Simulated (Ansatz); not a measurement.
Coupled-cluster run, `[OH][Al]([SH])[Cl]`.

```yaml
crystal:
  periodic: [false, false, false]
  atoms:
    - {symbol: O, position_ang: [1.083181, 1.190007, -0.697975]}
    - {symbol: Al, position_ang: [0.010866, 0.025957, -0.132988]}
    - {symbol: S, position_ang: [0.075597, -0.466031, 1.970234]}
    - {symbol: Cl, position_ang: [-1.346234, -0.923685, -1.410264]}
    - {symbol: H, position_ang: [1.132621, 1.475925, -1.608492]}
    - {symbol: H, position_ang: [-0.913931, -1.366273, 1.833285]}
basis:
  gaussian: {orbitals: def2-SVP}
correlation: {method: ccsd_t}
```

```sh
$ ansatz run in.yaml --threads 2 --pin off --events-out ev --progress --plain
```

Output of Ansatz, abridged:

```
Functional definition: HF
711 factors; integrals over basis functions are off by at most 8.8e-4 eV
mean field evaluation 1: about -31963.7659 eV, gradient 3.7e1 eV
mean field evaluation 2: about -31963.7749 eV, gradient 3.7e1 eV
mean field evaluation 4: about -31966.6612 eV, gradient 2.4e0 eV
mean field evaluation 8: about -31966.6868 eV, gradient 1.7e-4 eV
mean field -31966.68683114 eV, -1174.7540732459 hartree, gradient 3.2e-6 eV, S^2 0.000000; 0 other end points of the search recorded, 0 dependent functions left out
16 core orbitals not correlated: weight in the atoms' cores, before any rotation towards them, 1.000 or more for the frozen orbitals, at most 0.000 for the correlated occupied ones
reference -31966.68683114 eV, -1174.7540732459 hartree; 12, 12 occupied and 50, 50 virtual orbitals, 711 factors
second order -13.76605718 eV of doubles, -0.00000000 eV of singles
cycle   1  -14.36153947 eV  change   -6.0e-1 eV  update   8.0e-2
cycle   2  -14.65319530 eV  change   -2.9e-1 eV  update   2.4e-2
cycle   3  -14.72760127 eV  change   -7.4e-2 eV  update   1.3e-2
cycle   4  -14.72582390 eV  change    1.8e-3 eV  update   2.9e-3
cycle   5  -14.72434102 eV  change    1.5e-3 eV  update   1.1e-3
cycle   6  -14.72419515 eV  change    1.5e-4 eV  update   3.5e-4
cycle   7  -14.72407894 eV  change    1.2e-4 eV  update   1.0e-4
cycle   8  -14.72408317 eV  change   -4.2e-6 eV  update   3.1e-5
cycle   9  -14.72409411 eV  change   -1.1e-5 eV  update   9.3e-6
perturbative correction -0.32455275 eV, -0.0119270936 hartree
Total energy: -31981.73547800 eV, -1175.3071008176 hartree
```

Run time 1.8 s (2 threads of a server CPU on a shared host); peak host memory 0.21 GiB.

The correlation energy is -15.049 eV, 2.2 % of it from (T); the T1 diagnostic reads 0.0114.
